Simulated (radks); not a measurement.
Values are calculated unless marked as measured or tabulated.
Problem. Kr5+, 31 electrons, occupied as [Ar] 3d10 4s2 4p1 (the NIST ground configuration). Code: a radial shooting solver on a logarithmic mesh with Libxc functionals. Model: scalar-relativistic Kohn-Sham, LB94 model potential, spin-unpolarised, spherical densities, finite nucleus; Fermi nuclear charge, rms radius 4.1884 fm. Some entries of the table are withheld. Estimate them.

orbital  occ.  eigenvalue (Ry)  <r^2> (bohr^2)
1s          2        -1053.843             (1)
2s          2              (2)         0.03943
2p          6              (3)         0.03109
3s          2              (4)          0.3234
3p          6              (5)          0.3403
3d         10        -12.35777          0.3669
4s          2         -7.08833           2.133
4p          1         -5.79954             (6)

Solution. 
(1) 1s <r^2> (bohr^2): 0.002308
(2) 2s eigenvalue (Ry): -144.8400
(3) 2p eigenvalue (Ry): -129.0644
(4) 3s eigenvalue (Ry): -25.74981
(5) 3p eigenvalue (Ry): -20.71666
(6) 4p <r^2> (bohr^2): 2.614
